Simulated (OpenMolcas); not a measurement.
Au3+ among 4 point charges of -1 e arranged as a square (D4h), 2.36 Å from the ion.
```
   2.3600    0.0000    0.0000  -1.00
   0.0000    2.3600    0.0000  -1.00
  -2.3600    0.0000    0.0000  -1.00
   0.0000   -2.3600    0.0000  -1.00
```

```yaml
Program: OpenMolcas
Method: "SS-CASPT2, IPEA 0.25 Eh, imaginary shift 0.1 Eh (closed shells correlated: 5s 5p)"
Basis: ANO-RCC-VTZP [8s7p5d3f1g]
Scalar_Hamiltonian: DKH2, point nucleus
Active_space: 8 electrons in 5 orbitals (5d)
State_averaging: 2S+1 = 3 even, 10 roots; 2S+1 = 1 even, 15 roots
Spin-orbit_coupling: state interaction with AMFI integrals over the reference wave functions
```

Question: What is the spin-free ground state (labels of D4, the rotations of D4h)?

Answer: 3E, 2-fold in its orbital part, 99 % from free-ion F terms; it has the highest spin that d8 allows.

Question: Where is the first state of the same spin?

Answer: 3B1 at 820 cm-1 above the ground state.

Question: What are the lowest two levels with spin-orbit coupling?

Answer: A 1-fold level A1, then a 1-fold level A2 45 cm-1 above it. Their leading multiplicities are 3 (94 %) and 3 (94 %).

Question: What is χT at 300 K, and how does it compare with the textbook value?

Answer: The lowest level has 2S+1 = 3, for which the spin-only value is χT = S(S+1) / 2 = 1.000 cm3 K/mol (g = 2). The computed 3.254 at 300 K differs by +2.254, through orbital momentum, spin-orbit coupling and any other state in reach.

An orbital doublet at a regular site is open to a Jahn-Teller distortion, which this geometry leaves out. This shell can be high or low spin here, a state of another spin lies low, and with metal d orbitals alone active their balance is uncertain, so the ground spin may be wrong. Point charges give a weaker field than real ligands, and real ions of this kind are as a rule low spin; the high spin found here belongs to the model. The ground term spreads over less than 5000 cm-1, several times less than with real ligands, so orbital moments are less quenched and χT lies further from the spin-only value than at real sites. Free-ion shares, where given, are those of the reference states; single-state CASPT2 does not remix them. This is an electrostatic model: the charges have no orbitals. No measured value stands beside these numbers.
